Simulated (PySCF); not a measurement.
[CrF4]2- holds Cr(II), d4, at total charge -2. The structure is a PBE0-D3(BJ)/def2-TZVP, IEF-PCM water geometry optimised for multiplicity 5; coordination square planar, point group D4h, metal–donor distances 1.94 Å.

```
5

Cr    0.0000    0.0000    0.0000
F     1.9414    0.0000    0.0000
F    -1.9414    0.0000    0.0000
F     0.0000    1.9414    0.0000
F     0.0000   -1.9414    0.0000
```

Method (PySCF 2.14, density fitting): CASSCF(4,5) with orbitals averaged over all microstates of the shell, strongly contracted NEVPT2 on the averaged canonical orbitals; basis x2c-TZVPall; spin-free X2C; IEF-PCM water; spin-orbit coupling by state interaction with the mean-field operator over all roots.

Problem. What is the ground state?

Solution. 5B1g (S = 2, orbital degeneracy 1), orbital occupations from the lowest 1.0 1.0 1.0 1.0 0.0, by NEVPT2.

Problem. Where do the spin-allowed transitions within the shell lie?

Solution. By NEVPT2: 5B2g at 15110 cm⁻¹ (662 nm); 5Eg at 21135 cm⁻¹ (473 nm); 5A1g at 25383 cm⁻¹ (394 nm). All are electric-dipole forbidden at this geometry.

Problem. Which is the lowest state of another spin?

Solution. 3Eg at 17159 cm⁻¹ by NEVPT2; CASSCF alone puts it at 20117 cm⁻¹ above the same ground state.

Problem. Give the fitted ligand-field and repulsion parameters.

Solution. At CASSCF level (the NEVPT2 levels don't fit a ligand-field model well): orbital energies 0, 3568, 3568, 9293, 23012 cm⁻¹; B = 966 cm⁻¹; C = 3666 cm⁻¹; B over its free-ion value at the same level 0.929; rms of the fit 386 cm⁻¹; ζ = 227 cm⁻¹ (free ion 239).

Problem. What are the magnetic parameters?

Solution. The ground multiplet follows a spin Hamiltonian with S = 2, g = 1.974, 1.997, 1.997, D = -1.53 cm⁻¹, E/|D| = 0.00 (spin-orbit part alone); the lowest levels hold 100 % of the spin-free ground state. μeff is 4.88 μB at 300 K and 4.84 μB at 10 K; the spin-only value is 4.90 μB.

NEVPT2 lifts 5B2g from 13006 to 15110 cm⁻¹; on the d shell alone such lifts tend to overshoot. Gaps between spin states lean to high spin in this active space.

The job took 10 s on one thread of Arm Neoverse V1 (shared host), with 172 basis functions and a peak of 0.51 GiB, launched as `OMP_NUM_THREADS=1 python lf_run.py task.json out`.
